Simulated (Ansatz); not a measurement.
Ideal-gas functions of `O[SiH2][O][ZnH]` at 800 K and 1 bar, from an Ansatz frequency run at PBE0-D4/def2-TZVP.

Molar mass 129.51 g/mol, point group Cs (symmetry number 1), electronic degeneracy 1, moments of inertia 52.088, 260.355, 306.525 u Å². Harmonic wavenumbers (cm⁻¹, unscaled): 42, 63, 121, 344, 476, 478, 562, 703, 710, 791, 847, 958, 1003, 1038, 1998, 2191, 2206, 3926.

Use S(trans) = R[1.5 ln M + 2.5 ln T − 1.1517]; rotational temperatures θ = 24.2544 K / I; S(rot) = R[ln(√π/σ · √(T³/θAθBθC)) + 1.5]; for each mode x = 1.438777 ν̃/T, S = R[x/(eˣ − 1) − ln(1 − e⁻ˣ)] and H = RT x/(eˣ − 1); 1 cm⁻¹ = 0.0119627 kJ/mol; R = 8.31446 J/(mol·K).

Q: By hand: the entropy, in J/(mol·K).

A: Translation 190.0. Rotation: θ = 0.4656, 0.0932, 0.0791 K, giving 124.2. Vibration, mode by mode: 29.79, 26.43, 21.01, 12.44, 9.86, 9.82, 8.57, 6.90, 6.82, 6.05, 5.58, 4.75, 4.45, 4.24, 1.08, 0.81, 0.80, 0.06, in all 159.4. Electronic 0.0. Sum 473.6 J/(mol·K).

Q: By hand: H − E and G − E in kJ/mol, counted from the electronic energy.

A: Zero-point energy ½ × 18457 × 0.0119627 = 110.4; thermal vibration 57.0; translation, rotation and pV give 4 RT = 26.6. H − E = 194.0 kJ/mol, and G − E = 194.0 − 800 × 473.6/1000 = -184.9 kJ/mol.

Vibration gives 34 % of the entropy, 77.2 J/(mol·K) of it from the modes under 150 cm⁻¹: soft modes count most, and the harmonic formula is weakest for them. The sum counts one conformer and one mirror image; others add a mixing term.
